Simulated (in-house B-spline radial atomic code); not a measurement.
Configurations of the niobium ion Nb⁵⁺, with energies counted from [Ar] 3d10 4s2 4p6. Level of theory: Dirac-Hartree-Fock, average of configuration, Fermi nucleus of rms radius 4.324 fm; calculated with a B-spline radial code for spherical atoms. Energies include first-order Breit, QED and recoil terms.

Occupations are held fixed; configurations that lie above the ionisation limit could autoionise.

```json
{"configuration": "[Ar] 3d10 4s1 4p6 (6g7/2)1", "E - E(ref) (eV)": "118.96", "highest orbital": "6g7/2", "its <r> (bohr)": "7.271"}
{"configuration": "[Ar] (3d3/2)4 (3d5/2)5 4s2 4p6 (5d3/2)1", "E - E(ref) (eV)": "246.13", "highest orbital": "5d3/2", "its <r> (bohr)": "3.311"}
{"configuration": "[Ar] (3d3/2)4 (3d5/2)5 4s2 4p6 (5f7/2)1", "E - E(ref) (eV)": "257.56", "highest orbital": "5f7/2", "its <r> (bohr)": "4.54"}
{"configuration": "[Ar] (3d3/2)4 (3d5/2)5 4s2 4p6 8s1", "E - E(ref) (eV)": "266.05", "highest orbital": "8s1/2", "its <r> (bohr)": "9.378"}
{"configuration": "[Ar] (3d3/2)3 (3d5/2)6 4s2 4p6 (6f5/2)1", "E - E(ref) (eV)": "267.1", "highest orbital": "6f5/2", "its <r> (bohr)": "7.153"}
{"configuration": "[Ar] (3d3/2)4 (3d5/2)5 4s2 4p6 (8g9/2)1", "E - E(ref) (eV)": "271.48", "highest orbital": "8g9/2", "its <r> (bohr)": "14.24"}
```

Problem. Order these further configurations by energy, lowest first.
A. [Ne] 3s2 (3p1/2)1 (3p3/2)4 3d10 4s2 4p6 (6f5/2)1
B. [Ar] (3d3/2)4 (3d5/2)5 4s2 4p6 7s1
C. [Ne] 3s2 (3p1/2)2 (3p3/2)3 3d10 4s2 4p6 (8g7/2)1
D. [Ar] (3d3/2)4 (3d5/2)5 4s2 4p6 (5p1/2)1
E. [Ar] 3d10 4s1 4p6 (8d5/2)1

Solution. E (122.44 eV), D (234.28 eV), B (260.38 eV), C (433.16 eV), A (441.72 eV).

Problem. How far above the reference does [Ar] 3d10 4s1 4p6 (7p3/2)1 lie?

Solution. 115.81 eV; its least bound orbital is 7p3/2 with <r> = 7.177 bohr.
